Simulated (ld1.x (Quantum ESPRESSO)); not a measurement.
**An all-electron radial function and its pseudo partner (Ru (Z = 44))**

Columns: radius, all-electron u(r) and pseudo u(r) of the 4d shell (level -24.14 eV) of ruthenium in the configuration [Kr] 4d6 5s0 5p0; PBE, scalar-relativistic, TM semilocal scheme, ld1.x (Quantum ESPRESSO) 7.5.

| r (bohr) | all-electron | pseudo |
| --- | --- | --- |
| 0.158 | 0.3268 | -0.0118 |
| 0.315 | 0.3652 | -0.0849 |
| 0.473 | 0.0244 | -0.2432 |
| 0.630 | -0.3487 | -0.4540 |
| 0.788 | -0.6254 | -0.6574 |
| 0.945 | -0.7856 | -0.7982 |
| 1.102 | -0.8532 | -0.8615 |
| 1.260 | -0.8576 | -0.8622 |
| 1.418 | -0.8232 | -0.8245 |
| 1.575 | -0.7678 | -0.7679 |
| 1.732 | -0.7023 | -0.7023 |
| 1.890 | -0.6333 | -0.6333 |
| 2.047 | -0.5656 | -0.5656 |
| 2.205 | -0.5009 | -0.5009 |
| 2.362 | -0.4412 | -0.4412 |
| 2.520 | -0.3863 | -0.3863 |
| 2.678 | -0.3368 | -0.3368 |
| 2.835 | -0.2928 | -0.2928 |
| 2.992 | -0.2539 | -0.2539 |
| 3.150 | -0.2193 | -0.2193 |
| 3.308 | -0.1889 | -0.1889 |
| 3.465 | -0.1624 | -0.1624 |
| 3.622 | -0.1394 | -0.1394 |
| 3.780 | -0.1192 | -0.1192 |
| 3.938 | -0.1017 | -0.1017 |
| 4.095 | -0.0867 | -0.0867 |

(1) How many radial nodes do the two functions have?

(2) At about which radius was the pseudo-wave matched?

(3) Is the pseudo-wave norm-conserving?

Answers

(1) The all-electron 4d function has n − l − 1 = 1; the pseudo-wave has 0, since the states of the same l below it are removed with the core.

(2) 1.75 bohr. The columns agree to 0.0005 from 1.57 bohr on; several derivatives are matched, so the curves merge somewhat inside the radius.

(3) Yes: the TM semilocal scheme keeps the norm inside the radius equal to the all-electron one, which fixes the energy derivative of the logarithmic derivative at the level.
